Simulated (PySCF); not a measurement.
CH₆NO₂Ta, SMILES [CH3][Ta]([OH])(=[NH])[OH], multiplicity 1. Coordinates come from a B3LYP-D3(BJ)/def2-SVP optimisation. The spin state was assumed, not searched. The def2 effective core potentials stand for the cores of Ta; spin–orbit coupling is left out. Other conformers were not sampled.

Level of theory: B3LYP-D3(BJ)/def2-SVP (PySCF).

Harmonic wavenumbers (cm⁻¹): 157, 160, 172, 181, 207, 211, 388, 391, 453, 492, 528, 579, 592, 597, 651, 708, 715, 983, 1197, 1410, 1415, 3004, 3095, 3111, 3660, 3900, 3904. Rotational constants (GHz): 3.021, 2.931, 2.668; symmetry number 1.

### Question
Work out the zero-point energy and the ideal-gas rigid-rotor harmonic-oscillator thermochemistry at 298.15 K and 1 atm.

### Answer
ZPE = ½ Σ hcν = ½ × 32864 cm⁻¹ = 46.98 kcal/mol. H − E(el) = 52.99 kcal/mol. Entropy in cal/(mol K): translation 42.39, rotation 27.01, vibration 20.56, total 89.96. G − E(el) = 26.17 kcal/mol. Cp = 32.43 cal/(mol K).
